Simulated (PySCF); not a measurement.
**A small calculation by hand: chemical shift, span and skew from a shielding tensor**

C3H6OS, SMILES C[C@@H]1OCS1. Atoms are numbered in the order given.

```xyz
11

C     -1.9300     0.3692     0.1314
C     -0.6847    -0.3800    -0.2462
O     -0.0193    -0.9409     0.8704
C      1.2592    -0.3877     0.6827
S      0.7693     0.6481    -0.7512
H     -2.3872     0.8295    -0.7576
H     -1.6962     1.1555     0.8626
H     -2.6592    -0.3284     0.5737
H     -0.8998    -1.1515    -1.0091
H      1.6024     0.1908     1.5574
H      2.0182    -1.1474     0.4224
```

The structure is a stationary point at PBE0-D3(BJ)/def2-SVP. The structure was generated by enumeration; whether it is a known compound was not checked.

GIAO shieldings from PBE/pcSseg-1 (PySCF), non-relativistic, no solvent. The symmetric part of the tensor of C1 has the principal values 134.7, 137.6, 175.5 ppm. The same nucleus in TMS has σ = 182.0 ppm at this level (PySCF, at its B3LYP-D3(BJ)/def2-TZVP geometry).

Problem. Work out the isotropic shielding, the ¹³C shift against TMS, the span and the skew.

Solution. 
σ(iso) = (σ11 + σ22 + σ33)/3 = 149.3 ppm. δ = σ(ref) − σ(iso) = 182.0 − (149.3) = 32.7 ppm.
Span Ω = σ33 − σ11 = 40.8 ppm. Skew κ = 3(σ(iso) − σ22)/Ω = 0.86. Tumbling in solution averages the tensor to δ; in a static solid the shielding alone would spread this spin-1/2 line over Ω.
